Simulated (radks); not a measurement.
Problem. These are the eigenvalues of the occupied orbitals of an atom or ion with whole-number occupations (hartree). Calculated with a radial shooting solver on a logarithmic mesh with Libxc functionals: scalar-relativistic Kohn-Sham, PBE, spin-polarised, spherical densities, finite nucleus; Fermi nuclear charge, rms radius of each element as measured or else 0.836 A^(1/3) + 0.57 fm.

orbital  eigenvalue
1s up     -2341.748
1s down   -2341.744
2s up     -414.4491
2s down   -414.4469
2p up     -366.8553
2p down   -366.8531
3s up     -109.2438
3s down   -109.2410
3p up     -94.95889
3p down   -94.95603
3d up     -77.79808
3d down   -77.79541
4s up     -35.70658
4s down   -35.70166
4p up     -30.75101
4p down   -30.74574
4d up     -24.36510
4d down   -24.35920
5s up     -15.03506
5s down   -15.01859
5p up     -13.23761
5p down   -13.21819
6s up      -8.18055

Which element is it, and in what charge state? The configuration may be excited. Open shells, if any, are filled with parallel spins first.

Solution. Z = 71, lutetium, charge +16: Lu16+ in [Xe] 6s1. The list shows which subshells hold electrons but not how many an open one holds; the 1s level, -2341.7 hartree, gives Z - s = 68.4 by -(Z - s)^2/2, which with screening and relativity narrows Z to a few neighbours, and the depths of the outer levels then fix element, charge and occupations together.
